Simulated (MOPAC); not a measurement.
Input file for MOPAC: PM7 on BC+, 2S+1 = 3, a spin state set in the input, which need not be the lowest, a point of a bond scan (R = 1.439 Å). Charge +1.

```
PM7 1SCF PRECISE CHARGE=1 UHF MS=1 THREADS=1
CB

B      0.00000000 1     0.00000000 1     0.00000000 1
C      0.00000000 1     0.00000000 1     1.43851500 1
```

The log:

```
*******************************************************************************
 **                                                                           **
 **                              MOPAC v23.2.5                                **
 **                                                                           **
 *******************************************************************************
 ** MOPAC's Digital Object Identifier: https://doi.org/10.5281/zenodo.6511958 **
 **                                                                           **
 ** Please cite the open-source release paper for use of this MOPAC version:  **
 ** J. E. Moussa and J. J. P. Stewart (2026)                                  **
 ** MOPAC: An open-source semiempirical molecular orbital program             **
 ** J. Open Source Softw., 11(119), 8025, https://doi.org/10.21105/joss.08025 **
 *******************************************************************************

                              PM7 CALCULATION RESULTS

 *******************************************************************************
 *  PM7        - The PM7 Hamiltonian to be used
 *  UHF        - UNRESTRICTED HARTREE-FOCK CALCULATION
 *
 *
 *
 *                 CHARGE ON SYSTEM = +1
 *
 *
 *
 *  MS=        - IN MECI, MAGNETIC COMPONENT OF SPIN =  1.0
 *  PRECISE    - TIGHTER CRITERIA TO BE USED
 *  1SCF       - DO 1 SCF AND THEN STOP
 *  THREADS=1  - MULTI-THREADING NOT USED
 *  T=         - A TIME OF 172800.0 SECONDS REQUESTED
 *  DUMP=N     - RESTART FILE WRITTEN EVERY 7200.0 SECONDS REQUESTED
 *******************************************************************************
PM7 1SCF PRECISE CHARGE=1 UHF MS=1 THREADS=1
 CB

   ATOM   CHEMICAL          X               Y               Z
  NUMBER   SYMBOL      (ANGSTROMS)     (ANGSTROMS)     (ANGSTROMS)

     1       B          0.00000000  *   0.00000000  *   0.00000000  *
     2       C          0.00000000  *   0.00000000  *   1.43851500  *



          CARTESIAN COORDINATES

    NO.       ATOM           X           Y           Z

     1         B          0.0000      0.0000      0.0000
     2         C          0.0000      0.0000      1.4385

 General Reference for PM7:
 "Optimization of Parameters for Semiempirical Methods VI: More Modifications to the
 NDDO Approximations and Re-optimization of Parameters", J. J. P. Stewart, J. Mol. Mod., 1:32, 19 (2013)
 https://link.springer.com/article/10.1007/s00894-012-1667-x

           Empirical Formula: C B  =     2 atoms



      MOLECULAR POINT GROUP   :   C*v


          UHF CALCULATION, NO. OF ALPHA ELECTRONS =    4
                           NO. OF BETA  ELECTRONS =    2

 -------------------------------------------------------------------------------
 PM7 1SCF PRECISE CHARGE=1 UHF MS=1 THREADS=1
 CB



     1SCF WAS SPECIFIED, SO BFGS WAS NOT USED
     SCF FIELD WAS ACHIEVED


                              PM7 CALCULATION
                                                       MOPAC v23.2.5 Linux




          FINAL HEAT OF FORMATION =        398.34305 KCAL/MOL =    1666.66733 KJ/MOL


          COSMO AREA              =         69.46 SQUARE ANGSTROMS
          COSMO VOLUME            =         52.49 CUBIC ANGSTROMS

          IONIZATION POTENTIAL    =         15.982105 EV
          ALPHA SOMO LUMO (EV)    =        -15.982 -7.481
          BETA  SOMO LUMO (EV)    =        -16.853 -6.978
          NO. OF ALPHA ELECTRONS  =          4
          NO. OF BETA  ELECTRONS  =          2
          MOLECULAR WEIGHT        =         22.8210         POINT GROUP:  C*v

          MOLECULAR DIMENSIONS (Angstroms)

            Atom       Atom       Distance
            C     2    B     1     1.43851
            C     2    B     1     0.00000
            B     1    C     2     0.00000


          SCF CALCULATIONS        =          1





   ATOM   CHEMICAL          X               Y               Z
  NUMBER   SYMBOL      (ANGSTROMS)     (ANGSTROMS)     (ANGSTROMS)

     1       B          0.00000000  *   0.00000000  *   0.00000000  *
     2       C          0.00000000  *   0.00000000  *   1.43851500  *

                             CARTESIAN COORDINATES

   1    B        0.000000000     0.000000000     0.000000000
   2    C        0.000000000     0.000000000     1.438515000


           Empirical Formula: C B  =     2 atoms



      MOLECULAR POINT GROUP   :   C*v


          ALPHA EIGENVALUES
 -27.84961 -18.23508 -15.98210 -15.98210  -7.48114  -5.08835  -5.08835  -2.86525


           BETA EIGENVALUES
 -26.14223 -16.85332  -6.97843  -6.97843  -6.47440  -3.67741  -3.67741  -2.27825


              NET ATOMIC CHARGES AND DIPOLE CONTRIBUTIONS

  ATOM NO.   TYPE          CHARGE      No. of ELECS.   s-Pop       p-Pop
    1          B           0.906759        2.0932     1.49059     0.60266
    2          C           0.093241        3.9068     1.65821     2.24855
 DIPOLE           X         Y         Z       TOTAL
 POINT-CHG.     0.000     0.000    -2.992     2.992
 HYBRID         0.000     0.000    -0.063     0.063
 SUM            0.000     0.000    -3.055     3.055


          ATOMIC ORBITAL ELECTRON POPULATIONS

     Atom    s        px        py        pz
    1  B   1.49059   0.11718   0.11718   0.36830
    2  C   1.65821   0.88282   0.88282   0.48291


                    (SZ)    =    1.000000
                    (S**2)  =    2.462431


          ATOMIC ORBITAL SPIN POPULATIONS

    Atom   Total    s     px     py     pz
         Atomic
    1  B -0.2324 -0.285  0.117  0.117 -0.182
    2  C  2.2324  0.142  0.883  0.883  0.325

 **********************
 *                    *
 * JOB ENDED NORMALLY *
 *                    *
 **********************




 == MOPAC DONE ==
```

The run finished. Its determinant has ⟨S²⟩ = 2.46, a mixture of spin states.

Cost: very roughly 0.020 core-seconds.
